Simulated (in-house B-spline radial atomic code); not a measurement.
Ca is squeezed into an impenetrable sphere of radius R (the orbitals vanish at R). No spin polarisation. Computed with a radial B-spline atomic code at the basis-set limit: non-relativistic LDA VWN5, spherical fractional occupations, point nucleus.

Energies in eV above the free atom in [Ar] 4s2:

```tsv
R (bohr)	highest level (eV)	[Ar] 4s2	[Ne] 3s2 3p5 4s2 4d1	[Ne] 3s1 3p6 3d1 4s2	-dE/dV in [Ar] 4s2 (GPa)
9.68	-3.69	0.08088	33.89	44.85	0.0723
6.58	-2.23	1.522	37.9	46.14	2.82
4.64	3.51	9.79	53.86	54.36	39.9
4.37	5.46	12.95	59.38	57.59	61.4
3.31	22.7	44.14	108.1	89.89	449
2.9	38.9	77.49	155.1	124.5	1150
2.78	45.8	92.56	175.5	140.1	1560
2.25	98.7	221.3	340.2	272.5	6740
1.82	199	508.5	683.4	563.5	27600
1.42	421	1262	1537	1313	134000
```

Problem. Does [Ne] 3s2 3p5 4s2 4d1 fall below [Ar] 4s2 under compression?

Solution. No, it stays above over the whole range.

Problem. Does [Ne] 3s1 3p6 3d1 4s2 fall below [Ar] 4s2 under compression?

Solution. No, it stays above over the whole range.

The highest level is first positive in the row R = 4.64 bohr, pushed up by confinement above the zero of the free ion's potential. Each configuration is held fixed and needn't be the lowest in the sphere.
